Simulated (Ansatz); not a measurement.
A structure relaxed at PBE0-D4/def2-SVPD in Ansatz, charge -1, doublet:

```
atom    x (Å)    y (Å)    z (Å)
 Pd1   1.1147   0.0596   0.8244
 Pd2  -1.1147  -0.0596  -0.8244
  S3  -1.0462  -0.0993   1.4217
  S4   1.0462   0.0993  -1.4217
```

Give its formula and point group.

Pd2S2⁻ (the lowest doublet isomer of a short search). Point group D2h (tolerance 0.1 Å).

Summarise the bond lengths by kind (pairs closer than 1.2 times the sum of covalent radii, bridged metal pairs left out).

4 × Pd–S 2.25 Å.

In the def2 sets Pd takes a core potential; there is no spin–orbit coupling. The relaxation made no stability test and no search for a lower SCF solution. The structure comes from a short search, and lower isomers may exist.
